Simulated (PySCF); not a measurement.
A GIAO shielding run with PySCF 2.14 (density fitting, non-relativistic, gas phase) on `CC#C[C@@H]1CS[Si@@H](O)S1`, C5H8OS2Si:

```
$ OMP_NUM_THREADS=1 python probes_run.py task.json out

{"job": {"kind": "nmr", "xc": "PBE0", "basis": "pcSseg-1"}, "charge": 0, "multiplicity": 1}
C      3.247685     0.311016    -0.229392
C      1.943862    -0.155482     0.179320
C      0.877972    -0.582075     0.527147
C     -0.450541    -0.999299     0.900472
C     -1.220410    -1.593323    -0.270730
S     -1.531072    -0.376579    -1.601862
Si    -1.612979     1.359246    -0.338300
O     -2.964317     2.230596    -0.461747
S     -1.392707     0.438154     1.581215
H      4.010004    -0.056420     0.456766
H      3.266015     1.400443    -0.229474
H      3.470559    -0.047908    -1.233697
H     -0.409070    -1.726302     1.717723
H     -0.652009    -2.405678    -0.723719
H     -2.187621    -1.970556     0.063978
H     -0.566972     2.302900    -0.653359
H     -3.835395     1.883297    -0.277567
```

Hardware: 1 thread of an Arm Neoverse V1, shared host. The job also computes population analyses, field gradients, ring-centre shieldings.

(1) How large is the calculation?

(2) How long does it take, and how much memory does it need?

Answers

(1) 92 electrons, 214 basis functions and 1179 auxiliary functions.

(2) 83 s of wall time, with 14 SCF cycles and 5 response iterations; peak memory 0.87 GiB. Times on a shared host scatter by some tens of per cent.
